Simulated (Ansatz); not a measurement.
# Molecular dynamics of ClF2GeH

Input file:

```yaml
crystal:
  periodic: [false, false, false]
  atoms:
    - { symbol: Ge, position_ang: [-0.025239, 0.04428, 0.046756] }
    - { symbol: H, position_ang: [0.005454, -0.009221, 1.570344] }
    - { symbol: F, position_ang: [1.58044, 0.009663, -0.587103] }
    - { symbol: Cl, position_ang: [-1.015348, 1.759392, -0.750677] }
    - { symbol: F, position_ang: [-0.798006, -1.363515, -0.58742] }
basis:
  gaussian: { orbitals: def2-SVP }
hamiltonian:
  xc: b3lyp
  dispersion: d4
md:
  timestep: 0.5
  n_steps: 100
  ensemble: nvt_langevin
  temperature: 500.0
  initial_velocities: maxwell_boltzmann
  seed: 564821
  friction: 0.001
```

Command:

```bash
$ ansatz run input.yaml --threads 1 --pin off --max-ram 2048MiB --backend cpu --events-out ev --progress --plain --runs-dir out
```

It starts from a relaxed structure.

Output, in part (step lines, the closing report, with atoms numbered from 0):

```
md step     0: t =     0.00 fs  T =   400.0 K  F+E_penalty+E_count = -74480.24321526 eV  E_kin = 0.258520 eV  (26 SCF iters)
[... lines left out ...]
Total energy: -74480.13738836 eV, -2737.0945645720 hartree
Atom 0 at    -0.073033     0.015052     0.038622 Å, force     0.446283     0.945946     0.232845 eV/Å
Atom 1 at    -0.061299    -0.207233     1.519833 Å, force    -0.029971     0.220180     0.586101 eV/Å
Atom 2 at     1.504877    -0.103234    -0.607675 Å, force     0.666528     0.131303    -0.151188 eV/Å
Atom 3 at    -0.867243     1.874298    -0.683474 Å, force    -0.081754    -0.292578     0.092000 eV/Å
Atom 4 at    -0.785163    -1.365350    -0.613100 Å, force    -1.001086    -1.004852    -0.759759 eV/Å
Dipole moment:    -0.139436     0.139668     0.411021 e Å
```

The steps, from the saved trajectory:

| time (fs) | T (K) | potential energy less start (eV) |
| --- | --- | --- |
| 0.0 | 400 | 0.000 |
| 1.5 | 386 | 0.011 |
| 3.0 | 369 | 0.040 |
| 4.5 | 330 | 0.076 |
| 6.0 | 260 | 0.117 |
| 7.5 | 201 | 0.161 |
| 9.0 | 123 | 0.198 |
| 10.5 | 103 | 0.214 |
| 12.0 | 121 | 0.206 |
| 13.5 | 154 | 0.180 |
| 15.0 | 208 | 0.142 |
| 16.5 | 249 | 0.104 |
| 18.0 | 301 | 0.071 |
| 19.5 | 326 | 0.045 |
| 21.0 | 347 | 0.030 |
| 22.5 | 350 | 0.033 |
| 24.0 | 330 | 0.054 |
| 25.5 | 281 | 0.083 |
| 27.0 | 242 | 0.114 |
| 28.5 | 188 | 0.146 |
| 30.0 | 129 | 0.177 |
| 31.5 | 91 | 0.203 |
| 33.0 | 78 | 0.220 |
| 34.5 | 77 | 0.220 |
| 36.0 | 108 | 0.204 |
| 37.5 | 132 | 0.184 |
| 39.0 | 171 | 0.163 |
| 40.5 | 211 | 0.137 |
| 42.0 | 252 | 0.104 |
| 43.5 | 307 | 0.071 |
| 45.0 | 347 | 0.051 |
| 46.5 | 348 | 0.053 |
| 48.0 | 326 | 0.072 |
| 49.5 | 268 | 0.097 |

The run went to its last step. The mean temperature of the second half is 58 % below the set value. A run of 0.05 ps of so small a system gives no equilibrium averages.

The same pairs are bonded in the first frame and the last. Pairs count as bonded within 1.25 times the sum of covalent radii (0.12 Å more for H–H).

Last frame:

```xyz
5
Properties=species:S:1:pos:R:3
Ge -0.073 0.015 0.039
H -0.061 -0.207 1.520
F 1.505 -0.103 -0.608
Cl -0.867 1.874 -0.683
F -0.785 -1.365 -0.613
```

The run took 5.8 min on 1 thread of Arm Neoverse V1 (shared host), peak memory 0.17 GiB.
